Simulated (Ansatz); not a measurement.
A nudged elastic band was laid between two geometries of ClH + F2GeH2 (7 atoms, charge 0, multiplicity 1).

These are results of RHF/def2-SVP in Ansatz, not measurements.

```
movable images  : 9
climbing image  : yes
spring          : 5.0 eV/Å²
optimiser       : quadratic models (default)
start path      : through a guess of the saddle point
force threshold : 0.03 eV/Å
iteration limit : 60
end points      : relaxed
```

Initial state:

```xyz
7
Properties=species:S:1:pos:R:3
Ge 0.551 0.000 -0.260
H 0.505 0.000 1.253
H 1.916 0.000 -0.923
F -0.312 1.360 -0.840
F -0.312 -1.360 -0.840
Cl -3.006 0.000 1.676
H -2.836 0.000 2.937
```

Final state:

```xyz
7
Properties=species:S:1:pos:R:3
Ge -0.338 0.000 -0.791
H -0.334 0.000 3.815
H 0.831 0.000 0.158
F -0.275 1.350 -1.823
F -0.275 -1.350 -1.823
Cl -2.227 0.000 0.170
H -0.873 0.000 3.297
```

What changes between the two ends?

Bonds broken: Ge1–H2, Cl6–H7. Bonds formed: Ge1–Cl6, H2–H7. ClH + F2GeH2 becomes ClF2GeH + H2.

Give the energies along the band, and the barrier.

It converged. The highest image is number 5 of 0 to 10, 64.3 kcal/mol above the first end and 72.9 kcal/mol above the last; the last end lies 8.5 kcal/mol below the first. Neighbouring images differ by up to 1.7 eV, so the band resolves the path poorly. A vibrational analysis at the climbing image gives one clearly imaginary mode, 1520i cm⁻¹, and a faint second one (27i cm⁻¹) that may be numerical noise or a soft torsion: probably a first-order saddle point. The orbitals stay closed-shell, which can raise the energy where a bond breaks towards radicals; this wasn't checked here.

```
image  path coordinate (Å)  energy (kcal/mol)  Ge1–H2 (Å)  Cl6–H7 (Å)  Ge1–Cl6 (Å)
    0                 0.00                0.0        1.51        1.27         4.05
    1                 0.60                0.3        1.52        1.27         3.86
    2                 1.21                1.6        1.52        1.27         3.72
    3                 1.81                6.2        1.52        1.27         3.38
    4                 2.41               25.4        1.56        1.30         2.89
    5                 3.02               64.3        1.76        1.65         2.53
    6                 3.73               28.4        2.20        2.09         2.22
    7                 4.45                3.3        2.72        2.42         2.14
    8                 5.16               -6.5        3.31        2.81         2.12
    9                 5.88               -8.4        3.98        3.24         2.12
   10                 6.59               -8.5        4.61        3.41         2.12
```

What is the geometry of the highest image?


```xyz
7
Properties=species:S:1:pos:R:3:forces:R:3
Ge -0.172 0.000 -0.003 -0.01 0.00 0.00
H -0.010 0.000 1.751 -0.01 0.00 -0.01
H 1.343 0.000 -0.093 0.00 0.00 0.00
F -0.629 1.449 -0.760 0.00 0.00 0.00
F -0.629 -1.449 -0.760 0.00 0.00 0.00
Cl -2.451 0.000 1.099 0.00 0.00 0.00
H -0.945 0.000 1.768 0.01 0.00 0.00
```

The run took 4.9 min on 1 thread of Arm Neoverse V1 (shared host), peak memory 0.22 GiB.
